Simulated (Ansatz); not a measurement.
Reaction (formal exchange of groups at the Si–F bond): `F[SiH]1[SiH2][Se]1` + CH₄ → `C[SiH]1[SiH2][Se]1` + H–F

Isolated molecules relaxed with PBE0-D4/def2-TZVP in Ansatz; ΔE leaves out vibrations. CCSD(T)/CBS is the MP2 limit (def2-TZVPP, def2-QZVPP) plus CCSD(T) − MP2 in def2-TZVPP, frozen cores. This one scheme is used for every species. DFT in def2-TZVPP. B3LYP here is the variant with VWN-RPA as its local correlation; programs differ in this. For Se outer-core shells are correlated without core-valence functions, which leaves a few kJ/mol of doubt a bond. Scalar relativity is left out up to krypton.

```
   level  ΔE (eV)
B3LYP-D4     1.36
     PBE     1.28
```

Q: What does CCSD(T)/CBS give? (An estimate is asked.)

A: The calculation gave: +1.27 eV. The listed levels differ from it by 0.09, 0.01 eV.

Largest T1 diagnostic among the species: 0.012.

In def2-TZVPP, CCSD(T) changes the Hartree–Fock value by −0.23 eV (the triples alone add −0.03 eV) and MP2 by −0.26 eV. The D4 term adds −0.08 eV with B3LYP and −0.05 eV with PBE0; it sums over pairs of atoms, weighted by their polarisabilities, and B3LYP, whose exchange is more repulsive, gets the larger term.
